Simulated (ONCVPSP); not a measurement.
**Potentials for Ti (Z = 22) compared**

Generated with ld1.x 7.5 (TM, RRKJ, ultrasoft, PAW), atompaw 4.2 or ONCVPSP 4.0.1. The cutoff is in Ry: for ld1.x and atompaw files where the sum of valence levels is converged to 10 mRy in a Bessel basis, for ONCV files where the hardest occupied wave has 1 mHa per electron of residual kinetic energy. The error is the largest all-electron minus pseudo excitation energy over each file’s own four to seven test configurations (ionisations up to +4, promotions, holes and added fractions of an electron), all of which were solved. The labels leave out finer settings (local radius, basis sizes, second energies), which also bear on the numbers. Spin-polarised tests are not counted. The rows are a selection from randomly drawn settings: files with unsolved tests, undetermined cutoffs or missed reference levels are left out.

A true bound ghost makes a file unfit for plane-wave use even where its test errors are small: the radial tests pick states by their node count and pass the ghost by.

```csv
potential,cutoff (Ry),largest error (meV),bound ghosts
"ONCV, Wu-Cohen, scalar-relativistic, rc 2.95/3.15/1.35 (spd), local smoothed, core correction yes, reference 3d2 4s1, qcut 2.7/2.9/13.7, projectors 2/2/1",112,-650,s
"ONCV, PW91, scalar-relativistic, rc 1.90/1.90/2.25 (spd), local smoothed, core correction yes, reference 3s2 3p6 3d2 4s1.5 4p0.5, qcut 7.5/6.3/6.7, projectors 2/2/2",36,+94,none
"ONCV, PW91, scalar-relativistic, rc 1.00/1.70/1.25 (spd), local smoothed, core correction yes, reference 3s2 3p6 3d1, qcut 8.5/8.9/11.4, projectors 2/2/3",103,+16,none
"ONCV, LDA (Perdew-Zunger), fully relativistic, rc 1.90/1.00/1.60 (spd), local smoothed, core correction no, reference 3s2 3p6 3d2 4s2, qcut 8.1/9.2/9.9, projectors 2/3/2",71,+25,"p3/2, p1/2"
"ONCV, revPBE, scalar-relativistic, rc 1.45/1.70/1.20/1.55 (spdf), local smoothed, core correction yes, reference 3s2 3p6 3d1, qcut 7.4/6.6/8/8.3, projectors 2/1/2/1",293,+18,none
"ONCV, revPBE, scalar-relativistic, rc 3.05/3.20/2.20 (spd), local smoothed, core correction yes, reference 3d2 4s1.75 4p0.25, qcut 2.5/3/5.6, projectors 1/2/2",31,-248,none
"ONCV, PBE, scalar-relativistic, rc 2.60/2.15/1.55 (spd), local d, core correction yes, reference 3d2 4s1.75, qcut 2.4/3.3/8.6, projectors 3/2/0",63,-337,"s, p"
"ONCV, PBE, scalar-relativistic, rc 1.85/1.30/2.25 (spd), local smoothed, core correction yes, reference 3s2 3p6 3d2.5 4s1.5, qcut 7.2/11.2/8.3, projectors 3/2/1",47,+8.1,none
```

Q: Fill in the row for Ti: ONCV, PBE, scalar-relativistic, rc 1.95/1.65/2.40 (spd), local smoothed, core correction yes, reference 3s2 3p6 3d2 4s1 4p1, qcut 5.9/10/7.6, projectors 2/2/2.

A: cutoff 41 Ry, largest error +173 meV, bound ghosts: none.
